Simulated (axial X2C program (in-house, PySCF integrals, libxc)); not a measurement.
## Potential curves of NaMn, with spin–orbit coupling

Calculated with an axial X2C code built on PySCF integrals. Two-component (2c) means X2C with spin–orbit coupling and atomic mean-field two-electron Coulomb and Gaunt terms. Basis: Mn dyall-cv3z [9s10p6d3f2g], Na dyall-cv3z [9s8p5d2f] (cores contracted in-house); Gaussian nuclei, density fitting, unrestricted open shells. Masses: Mn 54.938 u, Na 22.990 u.

State: Ω = 3 (⟨Sz⟩ = 3.00, ⟨Lz⟩ = 0.00 at B97-3). Energies in kJ/mol from the fragments at the same level (Mn + Na). Fits are polynomials in 1 − R0/R over 0.85 to 1.23 times the lowest point R0.

| R (Å) | B97-3 |
| --- | --- |
| 2.8823 | -12.55 |
| 3.0148 | -18.68 |
| 3.1142 | -21.28 |
| 3.2136 | -22.56 |
| 3.3130 | -22.88 |
| 3.4290 | -22.33 |
| 3.5449 | -21.12 |
| 3.6940 | -18.98 |
| 3.8762 | -15.90 |
| 4.1413 | -11.36 |

The state is a single determinant with fixed occupations, the lowest that a limited PBE0 search found. De is counted from the lowest determinant-based energies of the atoms at the same level, without counterpoise correction. Density functionals use the spin component along the axis (collinear). PBE0 can misorder states that lie within some tenths of an eV, so this need not be the ground state of the molecule. The nearest other spin-free determinant of the search, M_S = 2, Λ = 0, lies 0.11 eV up at the distance of the search. With several unpaired electrons one determinant need not be a pure state. A state of lower Ω lies just above, and one determinant can place such states too high, so the state shown need not be the lowest. The search has Ω = 2 only 0.11 eV up. Open-shell Ω = 0 determinants with evenly filled partner blocks cannot be reached by this program, so the Ω shown need not be the lowest component.

Problem. Fit the B97-3 curve near its minimum: give the equilibrium distance, the harmonic wavenumber and the well depth.

Solution. At B97-3, 2c: Re = 3.300 Å, ωe ≈ 115 cm⁻¹, De = 0.24 eV to Mn + Na; Be follows as 0.0955 cm⁻¹.
